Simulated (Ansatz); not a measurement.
System: Si2H2, charge 0, multiplicity 1. SMILES: [Si]=[SiH2]
Geometry from a B3LYP-D3(BJ)/def2-TZVP (Ansatz, a program for electronic structure) optimisation:
```xyz
4

Si    -0.9487     0.0742     0.1950
Si     1.1997    -0.0938    -0.2466
H     -1.7230     1.3334     0.0715
H     -1.7910    -1.0587     0.6507
```

Parts of the frozen-core correlation energy in STO-3G (Ansatz, hartree). Frozen orbitals: 10; correlated occupied orbitals by spin: 5 and 5; virtual: 5 and 5. No spin-orbit coupling. No relativistic terms. The restricted reference is unstable. The program attaches cautions to this run: other roots.

| term | value |
|---|---|
| reference (HF) | -572.18755 |
| MP2 opposite-spin | … |
| MP2 same-spin | -0.01162 |
| CCSD correlation | … |
| (T) | … |
| FCI minus CCSD(T) | -0.00091 |
| T1 diagnostic | 0.013 |
| largest doubles amplitude | 0.323 |

**Question.** Some entries are withheld; supply them.

**Answer.** 
- MP2 opposite-spin, value: -0.08374
- CCSD correlation, value: -0.13149
- (T), value: -0.00115
